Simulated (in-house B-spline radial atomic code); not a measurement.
Results of a calculation; reference values are marked as such.
## Making a Troullier-Martins p channel for Ru, r_c = 1.25 bohr

Ru, [Kr] 4d7 5s1, non-relativistic PBE, spherical and spin-unpolarised, from an all-electron radial atomic-structure program (B-spline basis) (atomic units). The all-electron 4p level is ε = -1.663592 hartree, its outermost node lies just inside 0.51 bohr and its outer maximum at 0.99 bohr.

Inside r_c the pseudo-orbital is u(r) = r^2 exp(p(r)), with p = c0 + c2 r² + c4 r⁴ + … + c12 r¹². The seven coefficients follow from p and its first four derivatives at r_c, from zero curvature of the screened potential at the origin, c4 = −c2²/(2l + 5), and from the norm inside r_c. At r_c the all-electron orbital has P = 0.9397956, P' = -0.8160005, the screened potential V = -2.998036, V' = 6.161504, V'' = -16.21153, and the norm inside is Q = 0.649016.

Problem. What are p, p' and p'' at r_c?

Solution. p = ln(P/r_c^2) = ln(0.9397956/1.5625) = -0.50838. p' = P'/P − 2/r_c = -0.86827 − 1.60000 = -2.46827. The radial equation gives p'' = 2(V − ε) − 2(2) p'/r_c − p'² = -2.66889 − (-7.89848) − 6.09238 = -0.86279. Differentiating, p''' = 2V' + 2(2)p'/r_c² − 2(2)p''/r_c − 2p'p'' = 4.506, and p'''' = 2V'' − 4(2)p'/r_c³ + 4(2)p''/r_c² − 2(2)p'''/r_c − 2p''² − 2p'p''' = -20.394.

For a trial c2 the five matching conditions are linear in c0, c6, c8, c10 and c12, and c2 is varied until the norm inside r_c equals Q. The root nearest zero gives:

| n | c_n |
| --- | --- |
| 0 | 0.6423257 |
| 2 | -0.1215254 |
| 4 | -0.002109776 |
| 6 | -1.277719 |
| 8 | 1.211651 |
| 10 | -0.4523902 |
| 12 | 0.06251064 |

Problem. Check c4 and p(r_c), and find the screened pseudopotential at the origin.

Solution. −c2²/7 = -0.00210978, as listed. The terms c_n r_c^n are 0.64233, -0.18988, -0.00515, -4.87411, 7.22200, -4.21321, 0.90965, which sum to -0.50838. Inverting the radial equation, V_l(r) = ε + 2 p'/r + (p'' + p'²)/2, so V_l(0) = ε + (2l + 3) c2 = -1.663592 + 5 × (-0.121525) = -2.2712 hartree, finite where the all-electron potential diverges.

Orbitals and screened potentials:

| r (bohr) | P | u | V all-electron | V pseudo |
| --- | --- | --- | --- | --- |
| 0.125 | 0.1905 | 0.02965 | -217.9 | -2.279 |
| 0.312 | -0.5643 | 0.1827 | -52.38 | -2.55 |
| 0.5 | 0.02325 | 0.4538 | -22.13 | -3.668 |
| 0.688 | 0.7009 | 0.7801 | -11.62 | -5.392 |
| 0.875 | 1.022 | 1.018 | -7.047 | -6.041 |
| 1.062 | 1.056 | 1.055 | -4.505 | -4.648 |
| 1.25 | 0.9398 | 0.9398 | -2.998 | -2.998 |

Logarithmic derivatives P'/P at R = 1.55 bohr, for energies E around ε:

| E − ε (hartree) | all-electron | pseudo |
| --- | --- | --- |
| -0.5 | 0.0183584 | 0.0161927 |
| -0.25 | -0.529259 | -0.530108 |
| -0.1 | -0.95555 | -0.955759 |
| 0 | -1.29973 | -1.29977 |
| 0.1 | -1.70951 | -1.70983 |
| 0.25 | -2.50094 | -2.50353 |
| 0.5 | -4.72018 | -4.7437 |

Problem. With P(R) = 0.6729145 and a norm of 0.8464564 inside R, what slope in energy does norm conservation fix?

Solution. d(P'/P)/dE = −2 × (norm inside R)/P(R)² = -3.7387 per hartree·bohr at E = ε, for both atoms, since orbital and norm agree at R. Differences over ±0.1 hartree give -3.7698 (all-electron) and -3.7704 (pseudo), which also hold third-order terms. Half a hartree below ε the two curves differ by -0.0022.
